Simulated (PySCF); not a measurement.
Molecule: SMILES C=C=C=CC[SiH3], C5H8Si.

Bonds (- single, = double, # triple, : aromatic): C1=C2, C2=C3, C3=C4, C4-C5, C5-Si6. C1 carries H7, H8; C4 carries H9; C5 carries H10, H11; Si6 carries H12, H13, H14.

Frames of a GFN2-xTB Langevin trajectory at 600 K; GIAO PBE0/pcSseg-1 shieldings in PySCF 2.14, gas phase, non-relativistic; equivalent atoms averaged within each frame.

Referencing at the same level of theory: ¹³C (186.93 ppm), ²⁹Si (349.16 ppm), ¹H (31.72 ppm) vs TMS. The references are static minima.

Task: How do the shifts (ppm) fluctuate along the trajectory?

Result: 
| time (fs) | C2 | C3 | C4 | C1 | C5 | Si6 | H9 | H7/H8 | H12/H13/H14 | H10/H11 |
| --- | --- | --- | --- | --- | --- | --- | --- | --- | --- | --- |
| 250 | 198.4 | 180.1 | 136.3 | 93.2 | 14.2 | -67.6 | 8.02 | 5.67 | 4.04 | 1.29 |
| 425 | 184.6 | 186.2 | 110.9 | 107.8 | 16.2 | -82.2 | 4.39 | 5.40 | 3.10 | 1.47 |
| 625 | 191.8 | 176.4 | 128.3 | 99.7 | 21.7 | -60.4 | 7.53 | 5.90 | 4.87 | 1.42 |
| 800 | 190.0 | 175.6 | 122.1 | 98.7 | 36.4 | -63.4 | 4.69 | 6.20 | 4.98 | 3.09 |
| 1000 | 177.7 | 169.5 | 127.3 | 92.2 | 31.0 | -82.4 | 6.16 | 5.77 | 4.44 | 1.84 |
| mean of frames | 188.5 | 177.6 | 125.0 | 98.3 | 23.9 | -71.2 | 6.16 | 5.79 | 4.29 | 1.82 |
| standard deviation | 7.8 | 6.1 | 9.4 | 6.2 | 9.6 | 10.4 | 1.63 | 0.29 | 0.76 | 0.74 |

5 frames give an uncertainty of the mean of about the standard deviation over 2.2 at best, since frames this close in time may not be independent; classical motion lacks zero-point vibration, and the reference would need the same averaging.
